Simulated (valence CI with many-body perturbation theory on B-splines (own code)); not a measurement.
The numbers below are computed, except where a source is named.
# Hyperfine factors and g values of Ta⁴²⁺

Method: valence CI with perturbative core correlation (CI+MBPT): three valence electrons over a frozen Dirac-Fock core [Ar] 3d10, a basis of 11 s, 11 p, 9 d, 7 f, 5 g, 2 h, 1 i functions for each j, with the one-electron correlation potential Σ1, the two-electron term Σ2, the three-electron term Σ3, Breit, model QED; selected CI, second order for the rest (own B-spline code, finite nucleus).

No measured spectrum was set against this ion. As an estimate, large intervals hold to a few tenths of a per cent, small ones and those within an open d or f shell to about a per cent.

A/g_I is the dipole constant over the nuclear g factor μ/I (μ in nuclear magnetons, uniformly magnetised nucleus), B/Q the quadrupole constant per barn. Both hold the static response of the core; the bare values leave it out. Large factors of s and p1/2 electrons are usually good to 5 to 10 %; those of open d and f shells near neutrality can be off by tens of per cent, and small factors of p3/2, d and f electrons come from cancelling terms and can be off by a factor of two or in sign, in half-filled shells by more. B is blank for J = 1/2, where it vanishes, and for nearly pure S terms. Energies count from the lowest level.

Levels are named by their leading jj configuration (3d3/2^4 stands for four electrons in 3d with j = 3/2), which in mixed levels can hold well under half, so a name can repeat and another be missing. Letters in brackets count levels of one name in rising energy.

```csv
Level,E (eV),g,A/g_I (MHz),A/g_I bare,B/Q (MHz/b),B/Q bare
(4s^2 4p1/2) J=1/2,0.00,0.659,479000,464000,,
(4s^2 4p3/2) J=3/2,91.29,1.329,56900,54700,113000,109000
(4s 4p1/2^2) J=1/2,94.21,2.201,1440000,1400000,,
(4s 4p1/2 4p3/2) J=3/2 [a],172.73,1.659,348000,336000,91500,88500
(4s 4p1/2 4p3/2) J=5/2,180.90,1.361,421000,407000,76700,74300
(4s 4p1/2 4p3/2) J=3/2 [b],192.53,0.974,8940,8700,75800,73300
(4s 4p1/2 4p3/2) J=1/2,195.09,1.230,-499000,-482000,,
(4s^2 4d3/2) J=3/2,248.29,0.825,17700,18000,12400,12400
(4s^2 4d5/2) J=5/2,260.25,1.323,163000,158000,7270,7240
(4s 4p3/2^2) J=5/2,276.49,1.304,202000,195000,52500,51100
(4s 4p3/2^2) J=1/2,286.37,1.891,1480000,1430000,,
(4p1/2^2 4p3/2) J=3/2,287.18,1.326,51300,50100,105000,102000
(4s 4p3/2^2) J=3/2,290.05,1.191,-219000,-212000,-24500,-23800
(4s 4p1/2 4d3/2) J=3/2 [a],322.61,0.499,-133000,-128000,23700,23200
(4s 4p1/2 4d3/2) J=5/2,329.31,1.043,382000,370000,2300,2610
(4s 4p1/2 4d3/2) J=1/2,342.22,0.389,-596000,-575000,,
(4s 4p1/2 4d3/2) J=3/2 [b],343.12,1.307,366000,355000,15000,14600
(4s 4p1/2 4d5/2) J=5/2 [a],349.59,1.343,129000,126000,16600,16400
(4s 4p1/2 4d5/2) J=7/2,354.62,1.249,281000,272000,-27.2,362
(4s 4p1/2 4d5/2) J=3/2,358.62,1.225,-250000,-240000,-9100,-8620
(4s 4p1/2 4d5/2) J=5/2 [b],359.18,1.111,49900,49000,15100,14900
(4p1/2 4p3/2^2) J=5/2,379.59,1.118,118000,115000,32900,31900
(4p1/2 4p3/2^2) J=3/2,380.86,1.283,-77300,-74100,29300,28500
(4p1/2 4p3/2^2) J=1/2,384.08,0.660,469000,452000,,
(4s 4p3/2 4d3/2) J=5/2 [a],421.46,1.162,133000,129000,53700,51800
(4s 4p3/2 4d3/2) J=3/2 [a],422.19,1.333,226000,218000,-6950,-6950
(4s 4p3/2 4d3/2) J=1/2 [a],422.24,2.316,762000,737000,,
(4s 4p3/2 4d3/2) J=7/2,423.42,1.241,194000,188000,98500,95400
(4s^2 4f5/2) J=5/2,425.26,0.971,79400,77300,2410,2070
(4s 4p3/2 4d5/2) J=9/2,431.04,1.329,190000,185000,137000,133000
(4p1/2^2 4d3/2) J=3/2,433.61,0.769,28400,27600,19400,19200
(4s^2 4f7/2) J=7/2,434.15,1.211,68400,66800,-3350,-3760
(4s 4p3/2 4d3/2) J=3/2 [b],435.37,0.992,-4690,-3970,-62300,-60300
(4s 4p3/2 4d5/2) J=5/2 [a],442.41,1.348,293000,284000,-60800,-58800
(4s 4p3/2 4d3/2) J=1/2 [b],444.41,0.588,179000,174000,,
(4s 4p3/2 4d5/2) J=3/2 [a],445.15,1.199,-82700,-79100,-66200,-64100
(4s 4p3/2 4d5/2) J=7/2 [a],449.44,1.177,26300,25900,120000,116000
(4s 4p3/2 4d3/2) J=5/2 [b],450.50,0.955,-56800,-54400,53500,52000
(4p1/2^2 4d5/2) J=5/2,458.32,1.192,4050,5260,16000,15800
(4s 4p3/2 4d5/2) J=1/2,460.75,0.689,-417000,-401000,,
```

Take the isotope of mass number 181, with I = 7/2, μ = 2.365 μN and Q = 3.17 b. What is the hyperfine structure of (4s 4p1/2^2) J=1/2?

From the table A = 975000 MHz. Shifts from the centre of gravity in MHz: F = 3: -2190000, F = 4: 1710000.
